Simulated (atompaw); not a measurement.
# Before and after: PAW (atompaw) potential for germanium (Ge)

atompaw 4.2.0.5 input, output lines left out:

```
Ge 32
GGA-PBE scalarrelativistic loggrid 1500 logderivrange -3 5 201
4 4 3 0 0 0
4 1 1.5
0 0 0
c
c
c
v
c
c
v
c
1
1.60 1.50 1.10 1.05
y
0.05
n
y
-0.15
n
custom rrkj vanderbiltortho sinc
bessel
1.55
1.55
1.60
1.60
```

All-electron outer shells of the reference configuration (PBE, scalar-relativistic, ld1.x):

```tsv
shell	level (eV)	outermost node (bohr)	outermost maximum (bohr)
4s	-15.60	0.77	1.73
4p	-7.38	0.82	2.14
```

Change: all radii scaled by about 1.09 (s 1.70, p 1.74 bohr); local potential bessel scheme, radius 1.20 bohr; augmentation sinc compensation charge, radius 1.64 bohr; PAW radius 1.74 bohr; waves and projectors: custom rrkj vanderbiltortho; core correction smooth core density matched at 1.14 bohr.

Cutoffs: the cutoffs (Ry, on a coarse ladder) from which the occupation-weighted sum of valence levels, in a spherical-Bessel basis at the reference potential, stays within 10 and 1 mRy of its value at 400 Ry; they do not see the model core or the augmentation charge, which bear on the density cutoff.

**Question.** What does the change do?

**Answer.** The potential gets softer (15 Ry and 25 Ry → 10 Ry and 18 Ry); neither file shows a bound ghost. A larger radius leaves more room for a smooth pseudo-wave, so fewer plane waves are needed.

| quantity | base | changed |
| --- | --- | --- |
| cutoff, loose | 15 Ry | 10 Ry |
| cutoff, tight | 25 Ry | 18 Ry |
| loose cutoff by channel (10 mRy a level) | s 12 Ry, p 6 Ry | s 8 Ry, p 6 Ry |
| bound ghosts | none | none |
| lowest overlap eigenvalue by channel | s 0.50, p 0.68 | s 0.42, p 0.64 |

 The cutoffs see the waves, projectors and local potential, not the compensation charge or the core.
